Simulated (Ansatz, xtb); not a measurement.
**Relative energy of two structures of F2GeHNSi**

Structure X: a singlet given by its coordinates. Structure Y: a singlet given by its coordinates. Both are isolated molecules in the gas phase, relaxed with PBE0-D3(BJ)/def2-SVP.

X (Å):

```xyz
6

F    -3.2045   -1.2847   -2.2939
F     1.2872   -2.6836   -0.3977
Ge   -0.0833   -2.2912    0.6382
N    -1.2236   -1.9161   -0.7787
Si   -2.8871   -1.4149   -0.6874
H    -0.7929   -2.0266   -1.7030
```

Close contacts (Å): F1–Si5 1.64, F2–Ge3 1.76, Ge3–N4 1.86, N4–Si5 1.74, N4–H6 1.03.

Y (Å):

```xyz
6

F    -1.6257    1.3631    0.0664
F     2.3531   -1.0916    0.5576
Ge    1.2729    0.3021    0.4430
N    -0.2468   -0.7563    0.2035
Si   -1.8956   -0.2641   -0.0136
H    -0.0477   -1.7596    0.2046
```

Close contacts (Å): F1–Si5 1.65, F2–Ge3 1.77, Ge3–N4 1.87, N4–Si5 1.73, N4–H6 1.02.

Estimate which is lower in electronic energy at CCSD(T)/def2-SVP + ΔMP2/def2-TZVPP, and by roughly how much.

The CCSD(T)/def2-SVP + ΔMP2/def2-TZVPP calculation puts structure Y lower, by 0.053 eV.

The same difference at several levels:

| level | geometry | E(Y) − E(X) (eV) | departure from the last row (eV) | job, with rough time for the two |
| --- | --- | --- | --- | --- |
| PBE0-D3(BJ)/def2-SVP | PBE0-D3(BJ)/def2-SVP | −0.057 | −0.004 | optimisation, 44 s |
| HF/def2-SVP | PBE0-D3(BJ)/def2-SVP | −0.059 | −0.006 | part of the CCSD(T) run |
| MP2/def2-SVP | PBE0-D3(BJ)/def2-SVP | −0.038 | +0.015 | part of the CCSD(T) run |
| CCSD(T)/def2-SVP | PBE0-D3(BJ)/def2-SVP | −0.051 | +0.002 | single point |
| CCSD(T)/def2-SVP + ΔMP2/def2-TZVPP | PBE0-D3(BJ)/def2-SVP | −0.053 |  | single point, 30 s |

The levels shown agree on the order. The largest departure from CCSD(T)/def2-SVP + ΔMP2/def2-TZVPP is that of MP2/def2-SVP, 0.015 eV. Levels run at GFN2-xTB geometries aren't shown. The last row adds to CCSD(T) the change of the MP2 difference between the two basis sets, here −0.002 eV.

With harmonic frequencies from PBE0-D3(BJ)/def2-SVP (ideal gas, rigid rotor, one conformer each, 298.15 K, 1 atm): the zero-point term adds +0.005 eV; ΔH is −0.050 and ΔG −0.045 eV.

The correlated steps freeze 17 core orbitals; the filled d shell of Ge is correlated, in a basis made for valence electrons. Codes used: Ansatz 0.2.0; the last row on 1 thread of Intel(R) Xeon(R) 6975P-C (Granite Rapids) on a shared host.
